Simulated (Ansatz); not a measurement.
Geometry optimisation, RKS PBE0-D4/def2-SVP (Ansatz).

Input file:

```yaml
crystal:
  periodic: [false, false, false]
  atoms:
    - { symbol: Zr, position_ang: [0.0, 0.0, 0.0] }
    - { symbol: F, position_ang: [0.0, 0.0, 2.33] }
    - { symbol: F, position_ang: [1.8671, 0.0, -0.6593] }
    - { symbol: O, position_ang: [-0.975, 1.6891, -0.6893] }
    - { symbol: H, position_ang: [-1.9328, 1.4584, -0.9117] }
    - { symbol: F, position_ang: [-0.9326, -1.6157, -0.6593] }
    - { symbol: Cl, position_ang: [1.4718, -2.235, 0.8892] }
    - { symbol: H, position_ang: [0.7208, -1.0946, 2.1347] }
basis:
  gaussian: { orbitals: def2-SVP }
hamiltonian:
  xc: pbe0
  dispersion: d4
relax:
  f_tol: 0.15
  max_steps: 25
  restrain:
    - { distance: [0, 6], at: 3.72, k: 30.0 }
    - { distance: [7, 1], at: 2.12, k: 30.0 }
    - { distance: [0, 1], at: 1.98, k: 30.0 }
    - { distance: [7, 6], at: 1.37, k: 30.0 }
```

Launched with:

```bash
$ ansatz run input.yaml --threads 4 --pin off --max-ram 5120MiB --backend cpu --events-out ev --progress --plain --runs-dir out
```

Where does it end, and by what steps?

The forces met the threshold. The restraints hold the end off the free minimum; the threshold counts their pulls, which the force column leaves out. Restrained pairs: Zr1–Cl7 (2.82 → 3.72 Å), F2–H8 (1.33 → 2.12 Å), Zr1–F2 (2.33 → 1.96 Å), Cl7–H8 (1.85 → 1.33 Å). After 10 steps the energy has fallen by 2.576 eV (the restraints' own energy left out); Cl7 moved furthest, 0.91 Å.

```
step  energy less start (eV)  largest force component (eV/Å)  accepted
   0                  0.0000                           3.072       yes
   1                 -0.3301                           3.600       yes
   2                 -0.9827                           5.031       yes
   3                 -1.8361                           4.034       yes
   4                 -2.2464                           1.244       yes
   5                 -2.4395                           1.073       yes
   6                 -2.5245                           1.016       yes
   7                 -2.5588                           0.940       yes
   8                 -2.3976                           2.815        no
   9                 -2.5704                           0.871       yes
  10                 -2.5757                           0.868       yes
```

```xyz
8
Properties=species:S:1:pos:R:3
Zr -0.147 0.029 -0.139
F -0.063 -0.006 1.816
F 1.567 0.343 -0.899
O -1.268 1.469 -0.637
H -1.850 2.167 -0.937
F -0.928 -1.559 -0.832
Cl 1.781 -2.579 1.675
H 1.127 -1.662 2.387
```

The run took 25 s on 4 threads of Arm Neoverse V1, on a shared host, peak memory 0.28 GiB.
